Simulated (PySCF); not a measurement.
## Steps of a relaxation of [Ce(H2CO)]3+

[Ce(H2CO)]3+ (singlet in the valence; each metal's 4f electrons, 1 of them, lie in its core potential, out of spins and levels). PySCF 2.14.0, RKS B3LYP, Ce lcecp-1-SVP with ECP47, O def2-SVP, C def2-SVP, H def2-SVP; non-relativistic Hamiltonian with scalar-relativistic core potentials where named; density fitting; no spin-orbit coupling. Origin of the start: template. Columns: position (Å) and force (eV/Å). Energies are counted from the last step; some of the 7 steps are shown. Forces carry noise of the integration grid, about 0.01 to 0.03 eV/Å.

Run from Python with OMP_NUM_THREADS=2. Where DIIS fails, smearing, a level shift and second-order steps follow.
It took 13 s on 2 threads of AMD EPYC 7B13 (Zen 3) (shared host), from the converged density of the start.

```xyz
5
step 0  E = 0.550 eV
Ce    0.0000    0.0000   -0.5575     0.00    0.00    2.22
O     0.0000    0.0000    1.9901     0.00    0.00   -4.17
C     0.0000    0.0000    3.2100     0.00    0.00    1.87
H     0.9400    0.0000    3.7900     0.41    0.00    0.04
H    -0.9400    0.0000    3.7900    -0.41    0.00    0.04
```

```xyz
5
step 2  E = 0.041 eV
Ce    0.0000    0.0000   -0.2906     0.00    0.00   -0.50
O     0.0000    0.0000    1.8767     0.00    0.00    2.09
C     0.0000    0.0000    3.1768     0.00    0.00   -1.06
H     0.9806    0.0000    3.7300    -0.32    0.00   -0.26
H    -0.9806    0.0000    3.7300     0.32    0.00   -0.26
```

```xyz
5
step 4  E = 0.000 eV
Ce    0.0000    0.0000   -0.3067     0.00    0.00    0.09
O     0.0000    0.0000    1.9065     0.00    0.00    0.04
C     0.0000    0.0000    3.1768     0.00    0.00   -0.12
H     0.9701    0.0000    3.7231    -0.02    0.00    0.00
H    -0.9701    0.0000    3.7231     0.02    0.00    0.00
```

**Question.** Where does the relaxation end?

**Answer.** It converges at step 6 in C2v:
```xyz
5
step 6  E = 0
Ce    0.0000    0.0000   -0.3013
O     0.0000    0.0000    1.9062
C     0.0000    0.0000    3.1747
H     0.9693    0.0000    3.7216
H    -0.9693    0.0000    3.7216
```

**Question.** How did the contacts change?

**Answer.** 
```csv
contact,start (Å),end (Å)
Ce1–O2 (H2CO),2.548,2.208
```


An lcecp potential fixes the number of 4f electrons, so in runs with it no electron can move into or out of that shell.
